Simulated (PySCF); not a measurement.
A calculated (UHF, PySCF 2.14, x2c-SVPall, the spin-free X2C one-electron Hamiltonian (Gaussian nucleus)) atom or ion has these occupied shells.

```tsv
shell	electrons	orbital energy (eV)	rms radius, mean of both spins (bohr)
1s α	1	-33340.6	0.0312
1s β	1	-33340.5	0.0312
2s α	1	-5259.6	0.127
2s β	1	-5259.5	0.127
2p α	3	-4719.8	0.113
2p β	3	-4719.7	0.113
3s α	1	-1113.2	0.334
3s β	1	-1113.0	0.334
3p α	3	-933.38	0.334
3p β	3	-933.15	0.334
3d α	5	-662.46	0.313
3d β	5	-662.36	0.313
4s α	1	-221.59	0.788
4s β	1	-221.14	0.788
4p α	3	-162.49	0.845
4p β	3	-161.98	0.845
4d α	5	-72.920	0.997
4d β	5	-72.522	0.997
5s α	1	-34.927	2.08
5s β	1	-29.836	2.08
5p α	3	-20.519	2.51
5p β	1	-18.329	2.51
```

Q: Name the element and its charge.

A: I⁺ (iodine, charge +1), in [Kr] 4d10 5s2 5p4, high-spin 3P determinant.
